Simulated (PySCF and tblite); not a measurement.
The numbers below are computed, except where a source is named.
System: 2-chloro-2,3-dimethylbutane, C6H13Cl, numbered as in [CH3:1][CH:2]([CH3:3])[C:4]([CH3:5])([CH3:6])[Cl:7].

For the rotation about the C2–C4 bond (torsion C1–C2–C4–C5 from -53° to -180°, falling): electronic barrier 7.04 kcal/mol, zero-point change 0.22 kcal/mol, thermal and entropy terms at 350 K a further 1.02 kcal/mol (symmetry numbers apart). The minimum is C1, the saddle C1. The path came from a restrained scan, a climbing-image band and a saddle search at GFN2-xTB; energies are BP86/pcSseg-1 + D3(BJ)//GFN2-xTB, thermal terms GFN2-xTB. Rate constants are transition-state-theory values, counting equivalent paths, without tunnelling. Programs: tblite and PySCF.

**Question.** How many equivalent paths lead out of the minimum?

**Answer.** 1: the symmetry number of the minimum is 1, that of the saddle displaced along its mode 1.

**Question.** Work out the rate at 350 K.

**Answer.** ΔG‡ = 8.28 kcal/mol; k_B T/h = 7.3×10¹² s⁻¹; exp(−ΔG‡/RT) = 6.8×10⁻⁶; times 1 gives k = 4.9×10⁷ s⁻¹. Wigner's tunnelling factor for the 82i cm⁻¹ mode would be 1.00.
